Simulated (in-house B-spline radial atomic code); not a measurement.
Configurations of the cadmium ion Cd²⁺, with energies counted from [Kr] 4d10. Computed with a radial B-spline atomic code at the basis-set limit: Dirac-Hartree-Fock, average of configuration, Fermi nucleus of rms radius 4.6087 fm. Energies include first-order Breit, QED and recoil terms.

Occupations are held fixed; configurations that lie above the ionisation limit could autoionise.

```
                                configuration  E - E(ref) (eV)  highest orbital  its <r> (bohr)
              [Kr] (4d3/2)4 (4d5/2)5 (5g9/2)1           30.918            5g9/2           9.161
     [Ar] 3d10 4s2 (4p1/2)2 (4p3/2)3 4d10 5s1           72.135            5s1/2           2.463
     [Ar] 3d10 4s2 (4p1/2)2 (4p3/2)3 4d10 7s1           91.463            7s1/2           9.051
[Ar] 3d10 4s2 (4p1/2)1 (4p3/2)4 4d10 (6d3/2)1           97.367            6d3/2           8.265
      [Ar] (3d3/2)4 (3d5/2)5 4s2 4p6 4d10 6s1           419.64            6s1/2           5.265
 [Ar] (3d3/2)3 (3d5/2)6 4s2 4p6 4d10 (5f5/2)1           433.23            5f5/2           10.07
 [Ar] (3d3/2)3 (3d5/2)6 4s2 4p6 4d10 (7d5/2)1           433.84            7d5/2           13.03
```

Task: Order these further configurations by energy, lowest first.
A. [Kr] (4d3/2)3 (4d5/2)6 (8f5/2)1
B. [Ar] (3d3/2)4 (3d5/2)5 4s2 4p6 4d10 (7p1/2)1
C. [Kr] (4d3/2)3 (4d5/2)6 (7f5/2)1
D. [Ar] (3d3/2)4 (3d5/2)5 4s2 4p6 4d10 (6f7/2)1
E. [Ar] (3d3/2)3 (3d5/2)6 4s2 4p6 4d10 (4f7/2)1

Result: C (33.964 eV), A (34.565 eV), B (425.59 eV), D (427.99 eV), E (430.45 eV).

Task: How far above the reference does [Ar] 3d10 4s2 (4p1/2)2 (4p3/2)3 4d10 (7f5/2)1 lie?

Result: 95.718 eV; its least bound orbital is 7f5/2 with <r> = 21.74 bohr.

Task: How far above the reference does [Ar] (3d3/2)3 (3d5/2)6 4s2 4p6 4d10 5s1 lie?

Result: 412.03 eV; its least bound orbital is 5s1/2 with <r> = 2.453 bohr.

Task: How far above the reference does [Ar] 3d10 4s2 (4p1/2)2 (4p3/2)3 4d10 6s1 lie?

Result: 86.489 eV; its least bound orbital is 6s1/2 with <r> = 5.287 bohr.
